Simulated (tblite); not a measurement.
Write Cartesian coordinates for InChI=1S/C6H7FO2/c1-3-4(8)2-5(9)6(3)7/h3,6H,2H2,1H3/q+1/t3-,6+/m1/s1 as optimised with GFN2-xTB. (Charge +1 and doublet state.)

```xyz
16
C6H7FO2 angstrom
C      1.9363    0.2131   -0.1630
C      0.5187   -0.0020   -0.6687
C     -0.3472    1.2101   -0.2363
O     -0.1133    2.3460   -0.4434
C     -1.5447    0.6962    0.5366
C     -1.2952   -0.7587    0.8339
O     -1.8507   -1.4321    1.6189
C     -0.1624   -1.2491   -0.1593
F     -0.8163   -1.9151   -1.1446
H      2.3000    1.1896   -0.4774
H      2.5839   -0.5633   -0.5742
H      2.0106    0.1514    0.9229
H      0.4940    0.0136   -1.7682
H     -2.4474    0.7889   -0.0882
H     -1.7568    1.2879    1.4359
H      0.4829   -1.9676    0.3639
```

Orientation and origin are arbitrary. Atoms count from 1 in this order. Of the pairs four or more bonds apart, O4···H10 is among the closest relative to their van der Waals radii: 2.68 Å, 98 % of the sum of Bondi's values. C6 (carbon bonded to 2 C and O) is planar (angles 127.4°, 125.4° and 107.1°, sum 360.0°, 0.02 Å off the plane of its three neighbours). C3 (carbon bonded to 2 C and O) is planar (angles 126.4°, 125.0° and 108.6°, sum 360.0°, 0.01 Å off the plane of its three neighbours). The C–C distances run from 1.506 Å (C5–C6, drawn single) to 1.584 Å (C6–C8, drawn single), a spread of 0.078 Å.

Bonds between heavy atoms (Å): C1–C2 1.520, C2–C3 1.551, C3=O4 1.178, C3–C5 1.515, C5–C6 1.506, C6=O7 1.174, C6–C8 1.584, C8–F9 1.357, C2–C8 1.509.

The geometry is computed with GFN2-xTB (gas phase). This method treats the open shell by occupation alone, without spin polarisation.

Point group: C1 (no symmetry element, even within 0.4 Å). Its GFN2-xTB frequencies are all real (lowest 29 cm⁻¹). Torsions: C1–C2–C3–O4 54°, C2–C3–C5–C6 11°, C3–C5–C6–O7 164°, C5–C6–C8–F9 -101°.

On Intel Xeon at 2.70 GHz, one thread, on a shared host, this took 0.68 s wall. That covers the optimisation of the geometry.

One conformer stands for the species.
